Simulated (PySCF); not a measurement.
**UHF on Os⁺ (osmium, charge +1)**

Configuration: [Xe] 4f14 5d7, high-spin 4F determinant (an excited configuration). Calculation: PySCF 2.14, in ANO-RCC-VTZP (8s7p5d3f2g1h, 104 functions); the spin-free X2C one-electron Hamiltonian (Gaussian nucleus).

- Total energy: -17249.105847 hartree
- One-electron energy: -23651.7514 hartree
- Hartree (Coulomb) energy: 6742.3709 hartree
- Exchange energy: -339.7254 hartree
- ⟨S²⟩: 3.7567
- ⟨L²⟩: 12.043
- Sum of ⟨r⟩: 41.80 bohr
- Sum of ⟨r²⟩: 49.43 bohr²
- Langevin diamagnetic susceptibility: -39.2 ×10⁻⁶ cm³/mol

| shell | electrons | mean orbital energy (eV) | spread (eV) | rms radius, mean of both spins (bohr) |
| --- | --- | --- | --- | --- |
| 1s β | 1 | -74262.5 | 0 | 0.0200 |
| 1s α | 1 | -74262.4 | 0 | 0.0200 |
| 2s α | 1 | -13082.9 | 0 | 0.0809 |
| 2s β | 1 | -13082.7 | 0 | 0.0809 |
| 2p α | 3 | -11431.1 | 0 | 0.0739 |
| 2p β | 3 | -11430.8 | 0 | 0.0739 |
| 3s α | 1 | -3113.0 | 0 | 0.207 |
| 3s β | 1 | -3113.0 | 0 | 0.207 |
| 3p α | 3 | -2617.3 | 0 | 0.209 |
| 3p β | 3 | -2617.3 | 0 | 0.209 |
| 3d α | 5 | -2041.8 | 0.076 | 0.191 |
| 3d β | 5 | -2041.6 | 0.248 | 0.191 |
| 4s α | 1 | -695.01 | 0 | 0.459 |
| 4s β | 1 | -694.69 | 0 | 0.459 |
| 4p α | 3 | -528.90 | 0 | 0.488 |
| 4p β | 3 | -528.56 | 0 | 0.488 |
| 4d α | 5 | -314.77 | 0.244 | 0.526 |
| 4d β | 5 | -314.20 | 0.572 | 0.526 |
| 5s α | 1 | -114.48 | 0 | 1.09 |
| 5s β | 1 | -111.06 | 0 | 1.09 |
| 4f α | 7 | -76.140 | 0.317 | 0.611 |
| 4f β | 7 | -75.749 | 0.129 | 0.611 |
| 5p α | 3 | -70.388 | 0 | 1.26 |
| 5p β | 3 | -65.195 | 0 | 1.26 |
| 5d α | 5 | -18.047 | 0.948 | 1.96 |
| 5d β | 2 | -15.772 | 0 | 1.96 |

Spin-orbit coupling, absent here, splits the open shell strongly.

Densities and radii are taken from the X2C orbitals without a picture-change correction, which distorts them close to the nucleus.

Spin-orbit constants ζ (cm⁻¹) from the X2C one-electron operator on these orbitals: bare nucleus, nucleus screened by l(l+1)(2l+1)/3 electrons, and screened by the Breit-Pauli mean field of the electrons.

```tsv
shell	bare	screened nucleus	mean field
2p	7733000	7529000	n/a
3p	1704000	1659000	n/a
3d	264300	229500	n/a
4p	394800	384400	n/a
4d	53350	46330	n/a
4f	9999	6315	n/a
5p	55470	54010	n/a
5d	3799	3299	n/a
```

To first order the Landé constant is A = -1100 cm⁻¹, so the lowest level has J = 9/2 and lies 0.613 eV below the centre of the term. This holds in LS coupling only.
